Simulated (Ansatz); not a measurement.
`[CH3][GeH]([SiH3])[Cl]` and `[CH3][GeH]([F])[Cl]` differ in one atom or group.

Ansatz, PBE0-D4/def2-TZVP geometries, multiplicity 1. 

Scalar relativity is left out up to krypton.

```csv
property,`[CH3][GeH]([SiH3])[Cl]`
LUMO energy (B3LYP/def2-TZVPP) / eV,-0.58
"ideal-gas entropy at 298 K and 1 bar (rigid rotor, harmonic PBE0-D4/def2-TZVP) / J/(mol·K)",377
size of the dipole moment (PBE/def2-TZVPP) / D,2.32
HOMO energy (PBE/def2-TZVPP) / eV,-6.73
HOMO–LUMO gap (PBE/def2-TZVPP) / eV,5.49
HOMO energy (B3LYP/def2-TZVPP) / eV,-7.69
```

Question: What does the change do to each property? (An estimate is asked.)

Answer: Ansatz gave: 
```
                                                                                  property  `[CH3][GeH]([F])[Cl]`  shift
                                                       LUMO energy (B3LYP/def2-TZVPP) / eV                  -0.14   0.44
ideal-gas entropy at 298 K and 1 bar (rigid rotor, harmonic PBE0-D4/def2-TZVP) / J/(mol·K)                    336    -41
                                            size of the dipole moment (PBE/def2-TZVPP) / D                   2.81   0.49
                                                         HOMO energy (PBE/def2-TZVPP) / eV                  -7.50  -0.77
                                                       HOMO–LUMO gap (PBE/def2-TZVPP) / eV                   6.68   1.19
                                                       HOMO energy (B3LYP/def2-TZVPP) / eV                  -8.64  -0.95
```

With PBE0 the HOMO falls by 0.98 eV and the LUMO rises by 0.57 eV, so the gap widens by about 1.55 eV. PBE moves the HOMO by -0.77 eV and ωB97M-V by -1.16 eV. The zero-point energy changes by -58.8 kJ/mol with -9 modes. Dipoles are sizes alone; their direction can turn.

B3LYP here is the variant with VWN-RPA as its local correlation; programs differ in this.
